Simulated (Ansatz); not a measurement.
Si₆O₁₉H₁₄⁻, a hydroxylated oxide cluster. Charge -1, multiplicity 2. Geometry PBE-D4/def2-SVP, that of the neutral singlet; atoms count from 1.

```xyz
39

Si   -0.8825    0.8601   -0.4850
Si    1.0534   -1.4891   -1.2828
Si   -1.7694    0.0413    2.2699
Si    1.4530    2.8007   -0.6867
Si   -2.7024   -0.9708   -2.0405
Si    1.3033   -0.2139    2.8861
O     1.7197    1.1397    1.9791
O     2.5772    1.5465   -0.5869
O    -0.0225    2.1108   -1.1062
O     1.7496    3.8647   -1.9196
O     1.4568    3.5627    0.7699
O     2.2835   -1.4848    2.5062
O     2.1240   -2.1670   -0.2065
O     0.1733   -2.7002   -2.0015
O     1.9621   -0.5780   -2.3686
O     0.0869   -0.5072   -0.3900
O     1.4304    0.1802    4.4943
O    -0.2963   -0.6012    2.6813
O    -2.8486   -1.1051    1.7966
O    -1.5006    1.1321    1.0023
O    -2.4185    0.8704    3.5435
O    -2.0988    0.5004   -1.5778
O    -2.4848   -2.1073   -0.8350
O    -1.8135   -1.5450   -3.3615
O    -4.2769   -0.8365   -2.5040
H     2.2290    0.9842    1.1427
H     2.5473    0.8861   -1.3198
H     2.3783    4.5680   -1.6806
H     1.4660    2.8973    1.5053
H     2.2209   -1.8051    1.5771
H     2.6968   -2.8734   -0.5525
H    -0.4299   -2.4256   -2.7433
H     1.4930   -0.2494   -3.1568
H     2.3131    0.4896    4.7601
H    -2.7056   -1.5456    0.9270
H    -1.7952    0.9578    4.2861
H    -1.6423   -2.6065   -0.9402
H    -2.2779   -1.5234   -4.2172
H    -4.7515   -0.0575   -2.1645
```

Single mean-field runs in def2-TZVP are fitted with def2-universal-jkfit. The highest occupied level of the charge -1 doublet lies above zero (up to 1.46 eV). Energy differences disagree on whether the electron is bound (positive means bound): -0.28 eV (vertical, against the charge 0 singlet, at PBE0-D4/def2-TZVP), but 0.15 eV at PBE-D4/def2-TZVP.

**Question.** Estimate the Mulliken populations of the heavy atoms from the PBE0/def2-TZVP orbitals of Ansatz.

**Answer.** 
| atom | charge (e) | spin (α − β) |
| --- | --- | --- |
| Si1 | 0.52 | 0.18 |
| Si2 | 0.71 | 0.06 |
| Si3 | 0.68 | 0.05 |
| Si4 | 0.71 | 0.00 |
| Si5 | 0.73 | 0.03 |
| Si6 | 0.71 | 0.03 |
| O7 | -0.58 | 0.00 |
| O8 | -0.56 | 0.00 |
| O9 | -0.32 | -0.01 |
| O10 | -0.52 | -0.01 |
| O11 | -0.53 | 0.00 |
| O12 | -0.52 | -0.01 |
| O13 | -0.53 | -0.05 |
| O14 | -0.51 | -0.04 |
| O15 | -0.50 | -0.06 |
| O16 | -0.32 | 0.03 |
| O17 | -0.54 | -0.01 |
| O18 | -0.32 | 0.00 |
| O19 | -0.52 | -0.01 |
| O20 | -0.33 | -0.01 |
| O21 | -0.54 | -0.01 |
| O22 | -0.32 | -0.02 |
| O23 | -0.56 | 0.00 |
| O24 | -0.52 | -0.05 |
| O25 | -0.48 | -0.04 |
Mulliken values depend strongly on the basis.

**Question.** Where does the spin sit?

**Answer.** Summed by element: Si 0.34, O -0.30, H 0.96, of 1 unpaired in all. Largest on single atoms: H33 0.26, H38 0.18, Si1 0.18.

**Question.** And the Mayer bond orders between heavy atoms (over 0.3)?

**Answer.** Si1–O9 1.20 (1.64 Å); Si1–O16 1.05 (1.68 Å); Si1–O20 1.21 (1.63 Å); Si1–O22 1.12 (1.67 Å); Si2–O13 1.11 (1.66 Å); Si2–O14 1.19 (1.66 Å); Si2–O15 1.13 (1.68 Å); Si2–O16 1.16 (1.64 Å); Si3–O18 1.12 (1.66 Å); Si3–O19 1.31 (1.64 Å); Si3–O20 1.05 (1.69 Å); Si3–O21 1.23 (1.65 Å); Si4–O8 1.13 (1.69 Å); Si4–O9 1.11 (1.68 Å); Si4–O10 1.23 (1.66 Å); Si4–O11 1.28 (1.64 Å); Si5–O22 1.16 (1.66 Å); Si5–O23 1.14 (1.67 Å); Si5–O24 1.09 (1.69 Å); Si5–O25 1.24 (1.65 Å); Si6–O7 1.09 (1.68 Å); Si6–O12 1.29 (1.65 Å); Si6–O17 1.23 (1.66 Å); Si6–O18 1.11 (1.66 Å).
